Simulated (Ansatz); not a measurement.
C$_{2}$H$_{6}$ClFSi (`FC[SiH2]CCl`). The species carries charge 0 and has multiplicity 1. The geometry is a stationary point of PBE0-D4/def2-TZVP. It is one conformer, not always the lowest.

```xyz
11

F     2.006    0.066    0.926
C     1.448   -0.561   -0.187
Si   -0.104    0.378   -0.719
C    -1.341    0.376    0.698
Cl   -1.820   -1.305    1.070
H     2.202   -0.584   -0.981
H     1.211   -1.594    0.087
H     0.249    1.785   -1.048
H    -0.695   -0.292   -1.906
H    -2.248    0.931    0.458
H    -0.906    0.800    1.604
```

Q: What is the dipole moment at ωB97M-V/def2-TZVPP? (Best estimate.)

A: The calculation gave: 1.52 D, with components (-0.24, 0.74, -1.31) D in this frame, pointing from negative to positive charge.

Q: And with PBE, r2SCAN, B3LYP? (Estimate.)

A: Ansatz gave: PBE 1.35 D, r2SCAN 1.47 D, B3LYP 1.53 D.

Q: Give the Mulliken charges with ωB97M-V, PBE, B3LYP in def2-TZVPP. (An estimate is asked.)

A: The calculation gave: 
```tsv
atom	ωB97M-V	PBE	B3LYP
F1	-0.24	-0.21	-0.26
C2	-0.08	-0.03	-0.02
Si3	0.23	0.22	0.31
C4	-0.28	-0.18	-0.20
Cl5	-0.13	-0.15	-0.16
H6	0.11	0.09	0.10
H7	0.12	0.10	0.10
H8	-0.02	-0.06	-0.07
H9	-0.01	-0.05	-0.06
H10	0.15	0.13	0.13
H11	0.16	0.14	0.14
```

B3LYP here is the variant with VWN-RPA as its local correlation; programs differ in this.
